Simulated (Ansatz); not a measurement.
Two isomers of C4H8BN: A = `BCC=C=NC`, B = `C=C=NB(C)C`.

Gas-phase electronic energies from Ansatz, PBE0-D4/def2-TZVP geometries. CCSD(T)/CBS is the MP2 limit (def2-TZVPP, def2-QZVPP) plus CCSD(T) − MP2 in def2-TZVPP, frozen cores. Functionals use def2-TZVPP. B3LYP here is the variant with VWN-RPA as its local correlation; programs differ in this. Each species was taken in one conformer, which may not be the lowest.

Problem. Which is lower in electronic energy at CCSD(T)/CBS, and by how much? (Estimate.)

Solution. The calculation gave: B, by 238.6 kJ/mol.

Problem. Give E(B) − E(A) in kJ/mol with MP2/def2-TZVPP, CCSD/def2-TZVPP, B3LYP-D4, HF/def2-TZVPP, B3LYP, B2PLYP, ωB97M-V. (Estimate.)

Solution. Computed: MP2/def2-TZVPP -243.2, CCSD/def2-TZVPP -235.6, B3LYP-D4 -246.3, HF/def2-TZVPP -228.5, B3LYP -245.6, B2PLYP -243.9, ωB97M-V -241.8. None reverses the order clearly.

Largest T1 diagnostic: 0.014.

In def2-TZVPP, CCSD(T) changes the Hartree–Fock value by −8.3 kJ/mol (the triples alone add −1.2 kJ/mol) and MP2 by −14.7 kJ/mol.
